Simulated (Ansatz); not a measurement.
`C[CH2][Cd][OH]` + HBr → `[OH][Cd][Br]` + `CC` at 400 K and 1 bar (ligand exchange at a Cd–C bond).

Calculated with Ansatz (gas phase, PBE0-D4/def2-TZVP geometries, no zero-point term in ΔE). CCSD(T)/CBS is the MP2 limit (def2-TZVPP, def2-QZVPP) plus CCSD(T) − MP2 in def2-TZVPP, frozen cores. This one scheme is used for every species. Elements past krypton have def2 core potentials. For Br, Cd outer-core shells are correlated without core-valence functions, which leaves a few kJ/mol of doubt a bond. Scalar relativity is left out up to krypton. Each species was taken in one conformer, which may not be the lowest.

```
         species  CCSD(T)/CBS energy (Eh)  H − E (kJ/mol)  S (J/(mol·K))
`C[CH2][Cd][OH]`               -322.60094           233.5          385.8
             HBr              -2573.91920            27.6          207.2
  `[OH][Cd][Br]`              -2816.86459            56.7          329.8
            `CC`                -79.71954           213.5          244.3
```

H − E and S are ideal-gas, rigid-rotor, harmonic terms from PBE0-D4/def2-TZVP, for one conformer and one mirror image of each species. 1 Eh = 2625.50 kJ/mol, R = 8.31446 J/(mol·K).

Q: By hand: ΔE, ΔH, ΔS and ΔG.

A: ΔE = (-2816.86459) + (-79.71954) − (-322.60094) − (-2573.91920) = -0.06399 Eh = -168.0 kJ/mol. Δ(H − E) = 56.7 + 213.5 − 233.5 − 27.6 = 9.1, so ΔH = -158.9 kJ/mol. ΔS = 329.8 + 244.3 − 385.8 − 207.2 = -18.9 J/(mol·K). ΔG = -158.9 − 400 × (-18.9)/1000 = -151.3 kJ/mol.

Q: By hand: the equilibrium constant, and the temperature at which ΔG would vanish if ΔH and ΔS stayed fixed.

A: log₁₀ K = −ΔG/(RT ln 10) = 19.8. ΔG = 0 at ΔH/ΔS = 8407 K, far beyond where these terms or the molecules hold.

ΔH outweighs TΔS. A doubt of 5 kJ/mol in ΔE shifts log₁₀ K by 0.7 here. Other conformers and mirror images would add mixing entropy, several J/(mol·K) or more a flexible species. Modes under 60 cm⁻¹, often nearly free rotors, make the harmonic entropy too high. These are equilibria of isolated gas molecules and say nothing of rates. Largest T1 diagnostic: 0.014 (customary marks: 0.02 for closed shells, 0.045 for open ones).
